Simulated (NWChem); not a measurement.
# Atomisation of C2H3Cl2FSi

```xyz
9

F      0.1117    -2.0385     0.0000
C      0.4448    -0.7336     0.0000
Si     2.3077    -0.3472     0.0000
C     -0.5500     0.1739     0.0000
Cl    -2.2203    -0.2646     0.0000
Cl    -0.1934     1.8743     0.0000
H      2.6728     0.4306     1.2156
H      2.6728     0.4306    -1.2156
H      3.0057    -1.6606     0.0000
```
Charge 0, spin multiplicity 1.

Program: NWChem. All single points use one geometry, from B3LYP/def2-SVP, held to Cs symmetry and with no frequency check, so it may be a saddle point.

Basis set: def2-SVP. The atomisation energy is electronic alone: no zero-point, thermal, spin-orbit or counterpoise terms. No value is extrapolated to the basis-set limit. Free atoms are single determinants with multiplicities F 2, C 3, Si 3, Cl 2, H 2. Correlated methods freeze the same cores in atoms and molecule, 18 orbitals in all.

| method | atomisation energy (kcal/mol) | relative cost |
|---|---|---|
| PBE0 | 738.2 | under 3 |
| PBE | 762.4 | under 3 |
| BHandHLYP | 694.5 | under 3 |
| B3LYP | 725.1 | under 3 |
| MP2 | 703.2 | under 3 |
| M06-2X | 737.6 | 4 |
| r2SCAN | 741.5 | 4 |
| HF | 506.7 | 1 |

The values span 255.7 kcal/mol, from HF (lowest) to PBE (highest). The cost column gives rough processor time relative to HF; each entry includes its own SCF. Costs are the molecule's.

B3LYP has NWChem's definition, with VWN1-RPA local correlation. The structure started from a generated list of species. The stability of the SCF solutions was not checked. Open-shell Hartree-Fock references start from PBE0 orbitals; any time given for them includes that run.
